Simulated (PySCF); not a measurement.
## Iron: a sound run and one with changed settings

Sound run: Fe+ [Ar] 3d6 4s1, Fe(2+) [Ar] 3d6. Calculation: PySCF 2.14, in cc-pVDZ (6s5p3d1f, 43 functions); no relativity, point nucleus. In the sound run the correlated levels freeze [Ar]. The sound run starts from symmetry-adapted Hartree-Fock orbitals and uses a fine grid where one is needed.

Changed run: the spin-free X2C one-electron Hamiltonian (Gaussian nucleus). This setting is unsound on purpose.

```tsv
species	method	sound run (hartree)	changed run (hartree)	converged
Fe+	UHF	-1262.21728	-1269.56112	yes
Fe+	B3LYP	-1263.42712	-1270.76974	yes
Fe+	PBE0	-1263.18119	-1270.52425	yes
Fe+	MP2	-1262.33298	-1269.67775	yes
Fe(2+)	UHF	-1261.66064	-1268.99916	yes
Fe(2+)	B3LYP	-1262.82263	-1270.15876	yes
Fe(2+)	PBE0	-1262.58330	-1269.91996	yes
Fe(2+)	MP2	-1261.75809	-1269.09710	yes
```

Ionisation energy of Fe+:

| method | sound run (eV) | changed run (eV) |
| --- | --- | --- |
| UHF | 15.147 | 15.292 |
| B3LYP | 16.449 | 16.625 |
| PBE0 | 16.269 | 16.443 |
| MP2 | 15.643 | 15.800 |
| SCS-MP2 | 15.430 | 15.583 |

Most of the change in total energy is the relativistic energy itself. On top of that the contraction fixes the core shape for the Hamiltonian it was made with, so the changed run is not a good calculation with the other Hamiltonian either.

For comparison, NIST gives 16.199 eV between the lowest levels.
